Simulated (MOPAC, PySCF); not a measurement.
[Ti(OH)3(Br)], neutral singlet in the gas phase. 

Z-matrix (Å, degrees):
```
Ti
O 1 1.7867
H 2 0.9749 1 129.10
O 1 1.7870 2 109.55 3 16.51
H 4 0.9749 1 129.38 2 136.67
O 1 1.7870 2 109.72 3 137.26
H 6 0.9749 1 129.14 2 15.90
Br 1 2.3988 2 109.22 3 -103.21
```
Charge 0, multiplicity 1.

All levels are single points at this geometry (BP86-D3(BJ)/def2-SVP); Pople sets use spherical d functions. Orbital energies aren't observables, and empty levels follow the basis.

PM7 in MOPAC gives HOMO (eV) = -9.70.

Estimate the HOMO (eV) from each of these levels: B3LYP-D3(BJ)/def2-TZVP in PySCF; PBE-D3(BJ)/def2-TZVP in PySCF; TPSSh-D3(BJ)/def2-TZVP in PySCF; B3LYP/6-311+G** (LANL2DZ on Br, Ti) in PySCF; BP86/6-31G* (LANL2DZ on Ti) in PySCF; M06-2X/6-31G* (LANL2DZ on Ti) in PySCF; PBE/6-31G* (LANL2DZ on Ti) in PySCF; SVWN5/6-31G* (LANL2DZ on Ti) in PySCF; HF/3-21G in PySCF; HF/6-31G* (LANL2DZ on Ti) in PySCF; HF/STO-3G in PySCF; PM6 in MOPAC.


| level | HOMO (eV) |
|---|---|
| B3LYP-D3(BJ)/def2-TZVP in PySCF | -7.77 |
| PBE-D3(BJ)/def2-TZVP in PySCF | -6.72 |
| TPSSh-D3(BJ)/def2-TZVP in PySCF | -7.33 |
| B3LYP/6-311+G** (LANL2DZ on Br, Ti) in PySCF | -7.85 |
| BP86/6-31G* (LANL2DZ on Ti) in PySCF | -6.68 |
| M06-2X/6-31G* (LANL2DZ on Ti) in PySCF | -9.17 |
| PBE/6-31G* (LANL2DZ on Ti) in PySCF | -6.57 |
| SVWN5/6-31G* (LANL2DZ on Ti) in PySCF | -6.72 |
| HF/3-21G in PySCF | -10.67 |
| HF/6-31G* (LANL2DZ on Ti) in PySCF | -11.00 |
| HF/STO-3G in PySCF | -7.82 |
| PM6 in MOPAC | -10.34 |
